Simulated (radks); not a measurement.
Results of a calculation; reference values are marked as such.
Spherical quantum dot in the effective-mass picture: electrons in a parabolic well V = omega^2 r^2 / 2 with omega = 0.679, with a point charge +2 (a donor) at the centre, all in effective atomic units (hartree* = m*/eps^2 hartree, bohr* = eps/m* bohr), one dielectric constant everywhere. Level of theory: non-relativistic Kohn-Sham, LDA (Slater exchange, Perdew-Wang correlation), spin-polarised, spherical densities (a radial shooting solver with Libxc functionals). Levels are named by radial order and angular momentum (1s, 1p, 1d, 2s, ...), and open shells are averaged over m. Results are scaled to m* = 0.082 and eps = 15.4, for which hartree* = 9.409 meV and bohr* = 9.938 nm.

N = 26, configuration 1s2 1p6 1d10 2s2 1f(up 6, down 0). This is the lowest configuration that the search found. Occupied and some empty levels:

level,occupation,eigenvalue (meV),<r> (nm)
1s up,1,79.406,9.811
1s down,1,79.412,9.672
1p up,3,86.981,25.91
2s up,1,87.136,26.86
1p down,3,87.345,25.44
2s down,1,87.547,26.66
1d up,5,90.112,30.54
1d down,5,90.583,30.36
1f up,6,93.381,33.53
2p up,0,93.689,28.04
1f down,0,93.890,33.50
2p down,0,93.990,28.27
1g up,0,96.922,35.90
1g down,0,97.436,35.97
2d up,0,98.186,31.66
2d down,0,98.498,31.73

Energy (meV): total 1349.31, kinetic 170.38, external 273.40, Hartree 1000.0, exchange-correlation -94.494.

Electron density:

r (nm),n(r) (e/nm^3)
4.19,0.0008723
8.70,0.0002070
13.2,0.0001052
17.7,0.0001080
22.2,0.0001207
26.7,0.0001174
31.2,0.00009344
35.7,0.00005801
40.2,0.00002689
44.7,9.015e-06
49.2,2.152e-06
53.7,3.647e-07
58.2,4.393e-08
